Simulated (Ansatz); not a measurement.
```yaml
crystal:
  periodic: [false, false, false]
  atoms:
    - {symbol: F, position_ang: [-1.974977, -0.994993, 0.496923]}
    - {symbol: Si, position_ang: [-0.657596, -0.154074, 0.619448]}
    - {symbol: Al, position_ang: [-0.670469, 2.231422, -0.311243]}
    - {symbol: Ge, position_ang: [0.991102, -1.620577, -0.346474]}
    - {symbol: H, position_ang: [-0.124107, 0.048418, 2.198854]}
    - {symbol: H, position_ang: [-1.945621, 2.799320, -1.029064]}
    - {symbol: H, position_ang: [0.677038, 3.001146, -0.079280]}
    - {symbol: H, position_ang: [0.629300, -1.551214, -1.837656]}
    - {symbol: H, position_ang: [2.596697, -0.835903, -0.150297]}
    - {symbol: H, position_ang: [1.036222, -3.075430, 0.185955]}
basis:
  gaussian: {orbitals: cc-pVTZ}
hamiltonian: {xc: {name: CAM-B3LYP}}
relax: {f_tol: 0.001, max_steps: 3}
output: {forces: true}
```

```sh
$ ansatz run in.yaml --threads 4 --pin off --events-out ev --progress --plain --max-ram 10444MiB
```

Output, abridged:

```
Functional definition: CAM-B3LYP
1482 factors; their error is unknown
438 factors; integrals over basis functions are off by at most 2.7e-6 eV
mean field evaluation 1: about -73810.9982 eV, gradient 3.5e1 eV
mean field evaluation 2: about -73810.2139 eV, gradient 4.6e1 eV
mean field evaluation 4: about -73812.8104 eV, gradient 1.2e0 eV
mean field evaluation 8: about -73812.9955 eV, gradient 3.4e-1 eV
mean field evaluation 16: about -73812.9956 eV, gradient 1.0e-5 eV
mean field -73812.99556045 eV, -2712.5775546010 hartree, gradient 1.0e-5 eV, S^2 0.000000; 0 other end points of the search recorded, 0 dependent functions left out
reference -73812.99572268 eV, -2712.5775605632 hartree; 37, 37 occupied and 188, 188 virtual orbitals, 1482 factors
relax step   1: F+E_penalty+E_count = -73812.99556045 eV  Δ(F+E_penalty+E_count) = +0.000e0 eV  max|allowed force component| = 2.940e0 eV/Å  Δτ_max = 0.0000 Å  (28 SCF iters, accepted)
1482 factors; their error is unknown
438 factors; integrals over basis functions are off by at most 1.6e-6 eV
mean field -73813.80027267 eV, -2712.6071272300 hartree, gradient 1.2e-5 eV, S^2 0.000000; 0 other end points of the search recorded, 0 dependent functions left out
reference -73813.80043458 eV, -2712.6071331799 hartree; 37, 37 occupied and 188, 188 virtual orbitals, 1482 factors
relax step   2: F+E_penalty+E_count = -73813.80027267 eV  Δ(F+E_penalty+E_count) = -8.047e-1 eV  max|allowed force component| = 1.200e0 eV/Å  Δτ_max = 0.1918 Å  (33 SCF iters, accepted)
1482 factors; their error is unknown
438 factors; integrals over basis functions are off by at most 1.7e-6 eV
mean field -73813.83871661 eV, -2712.6085400184 hartree, gradient 1.3e-5 eV, S^2 0.000000; 0 other end points of the search recorded, 0 dependent functions left out
reference -73813.83887948 eV, -2712.6085460038 hartree; 37, 37 occupied and 188, 188 virtual orbitals, 1482 factors
relax step   3: F+E_penalty+E_count = -73813.83871661 eV  Δ(F+E_penalty+E_count) = -3.844e-2 eV  max|allowed force component| = 4.544e-1 eV/Å  Δτ_max = 0.1999 Å  (31 SCF iters, accepted)
Error: geometry relaxation did not converge after 3 steps: max|allowed force component| = 4.54e-1 eV/Å (threshold 1.0e-3). Raise `relax.max_steps` over both its present limit and 3, loosen `relax.f_tol`, or start from a geometry closer to equilibrium. Where this run's directory can be resumed (`checkpoint.write`), a resume goes on for up to `relax.max_steps` more
```

(1) Something in this input is off. What?

Answers

(1) The relaxation is allowed too few steps for its threshold. No converged result was reached.
